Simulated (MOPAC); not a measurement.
A run for MOPAC: AM1 on AlH+, 2S+1 = 2, a spin state set in the input, which need not be the lowest, a point of a bond scan (R = 1.715 Å). Charge +1.

```
AM1 1SCF PRECISE CHARGE=1 UHF MS=0.5 THREADS=1
AlH

H      0.00000000 1     0.00000000 1     0.00000000 1
Al     0.00000000 1     0.00000000 1     1.71508200 1
```

It printed:

```
*******************************************************************************
 **                                                                           **
 **                              MOPAC v23.2.5                                **
 **                                                                           **
 *******************************************************************************
 ** MOPAC's Digital Object Identifier: https://doi.org/10.5281/zenodo.6511958 **
 **                                                                           **
 ** Please cite the open-source release paper for use of this MOPAC version:  **
 ** J. E. Moussa and J. J. P. Stewart (2026)                                  **
 ** MOPAC: An open-source semiempirical molecular orbital program             **
 ** J. Open Source Softw., 11(119), 8025, https://doi.org/10.21105/joss.08025 **
 *******************************************************************************

                              AM1 CALCULATION RESULTS

 *******************************************************************************
 *  AM1        - The AM1 Hamiltonian to be used
 *  UHF        - UNRESTRICTED HARTREE-FOCK CALCULATION
 *
 *
 *
 *                 CHARGE ON SYSTEM = +1
 *
 *
 *
 *  MS=        - IN MECI, MAGNETIC COMPONENT OF SPIN =  0.5
 *  PRECISE    - TIGHTER CRITERIA TO BE USED
 *  1SCF       - DO 1 SCF AND THEN STOP
 *  THREADS=1  - MULTI-THREADING NOT USED
 *  T=         - A TIME OF 172800.0 SECONDS REQUESTED
 *  DUMP=N     - RESTART FILE WRITTEN EVERY 7200.0 SECONDS REQUESTED
 *******************************************************************************
AM1 1SCF PRECISE CHARGE=1 UHF MS=0.5 THREADS=1
 AlH

   ATOM   CHEMICAL          X               Y               Z
  NUMBER   SYMBOL      (ANGSTROMS)     (ANGSTROMS)     (ANGSTROMS)

     1       H          0.00000000  *   0.00000000  *   0.00000000  *
     2      Al          0.00000000  *   0.00000000  *   1.71508200  *



          CARTESIAN COORDINATES

    NO.       ATOM           X           Y           Z

     1         H          0.0000      0.0000      0.0000
     2        Al          0.0000      0.0000      1.7151

  H: (AM1): M.J.S. DEWAR ET AL, J. AM. CHEM. SOC. 107 3902-3909 (1985)
 Al: (AM1): M. J. S. Dewar, A. J. Holder, Organometallics, 9, 508-511 (1990).

           Empirical Formula: H Al  =     2 atoms



      MOLECULAR POINT GROUP   :   C*v


          UHF CALCULATION, NO. OF ALPHA ELECTRONS =    2
                           NO. OF BETA  ELECTRONS =    1

 -------------------------------------------------------------------------------
 AM1 1SCF PRECISE CHARGE=1 UHF MS=0.5 THREADS=1
 AlH



     1SCF WAS SPECIFIED, SO BFGS WAS NOT USED
     SCF FIELD WAS ACHIEVED


                              AM1 CALCULATION
                                                       MOPAC v23.2.5 Linux




          FINAL HEAT OF FORMATION =        243.55907 KCAL/MOL =    1019.05114 KJ/MOL


          COSMO AREA              =         74.78 SQUARE ANGSTROMS
          COSMO VOLUME            =         60.46 CUBIC ANGSTROMS

          IONIZATION POTENTIAL    =         15.227932 EV
          ALPHA SOMO LUMO (EV)    =        -15.228 -6.286
          BETA  SOMO LUMO (EV)    =        -17.478 -7.762
          NO. OF ALPHA ELECTRONS  =          2
          NO. OF BETA  ELECTRONS  =          1
          MOLECULAR WEIGHT        =         27.9894         POINT GROUP:  C*v

          MOLECULAR DIMENSIONS (Angstroms)

            Atom       Atom       Distance
           Al     2    H     1     1.71508
           Al     2    H     1     0.00000
            H     1   Al     2     0.00000


          SCF CALCULATIONS        =          1





   ATOM   CHEMICAL          X               Y               Z
  NUMBER   SYMBOL      (ANGSTROMS)     (ANGSTROMS)     (ANGSTROMS)

     1       H          0.00000000  *   0.00000000  *   0.00000000  *
     2      Al          0.00000000  *   0.00000000  *   1.71508200  *

                             CARTESIAN COORDINATES

   1    H        0.000000000     0.000000000     0.000000000
   2   Al        0.000000000     0.000000000     1.715082000


           Empirical Formula: H Al  =     2 atoms



      MOLECULAR POINT GROUP   :   C*v


          ALPHA EIGENVALUES
 -19.14737 -15.22793  -6.28634  -6.28634  -4.47128


           BETA EIGENVALUES
 -17.47822  -7.76185  -6.04618  -6.04618  -3.09128


              NET ATOMIC CHARGES AND DIPOLE CONTRIBUTIONS

  ATOM NO.   TYPE          CHARGE      No. of ELECS.   s-Pop       p-Pop
    1          H           0.002857        0.9971     0.99714
    2         Al           0.997143        2.0029     1.64805     0.35480
 DIPOLE           X         Y         Z       TOTAL
 POINT-CHG.     0.000     0.000     0.273     0.273
 HYBRID         0.000    -0.000     0.281     0.281
 SUM            0.000    -0.000     0.555     0.555


          ATOMIC ORBITAL ELECTRON POPULATIONS

     Atom    s        px        py        pz
    1  H   0.99714
    2 Al   1.64805   0.00000   0.00000   0.35480


                    (SZ)    =    0.500000
                    (S**2)  =    0.781621


          ATOMIC ORBITAL SPIN POPULATIONS

    Atom   Total    s     px     py     pz
         Atomic
    1  H  0.5341  0.534
    2 Al  0.4659  0.256 -0.000 -0.000  0.210

 **********************
 *                    *
 * JOB ENDED NORMALLY *
 *                    *
 **********************




 == MOPAC DONE ==
```

The run finished.

Cost: about 0.03 core-seconds (a rough figure).
